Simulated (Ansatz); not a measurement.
Molecule: fluoro(trihydroxy)silane, sum formula H₃SiO₃F (charge 0, singlet). 
Geometry from a B3LYP-D3(BJ)/def2-TZVP (Ansatz, a quantum-chemistry and plane-wave program) optimisation:
```xyz
8

Si     0.0007    -0.0003    -0.0170
F     -0.0678     0.0278     1.5817
O     -0.7923     1.2887    -0.6039
O      1.5552     0.0491    -0.4816
O     -0.6928    -1.3665    -0.5530
H     -0.5010     2.1695    -0.3569
H      2.1518    -0.6459    -0.1938
H     -1.6127    -1.5392    -0.3394
```

Basis-set convergence of Hartree-Fock and MP2 correlation energies (hartree) with Ansatz. Cores are frozen in the correlated levels unless marked. Spin-orbit coupling is left out. Non-relativistic.

| basis | functions | E(HF) | E(corr, MP2) |
|---|---|---|---|
| aug-cc-pV(D+d)Z | 151 | -615.00138 | -0.90244 |
| aug-cc-pV(T+d)Z | 308 | -615.11977 | -1.11185 |
| aug-cc-pV(Q+d)Z | 547 | -615.14700 | -1.19088 |

Extrapolating the two largest sets (X = 3 and 4) as X^-3: E(corr) = (64·(-1.19088) - 27·(-1.11185))/37 = -1.2486 Eh, an estimate of the basis-set limit. The largest set recovers 95.4 % of it, the smallest 72.3 %.
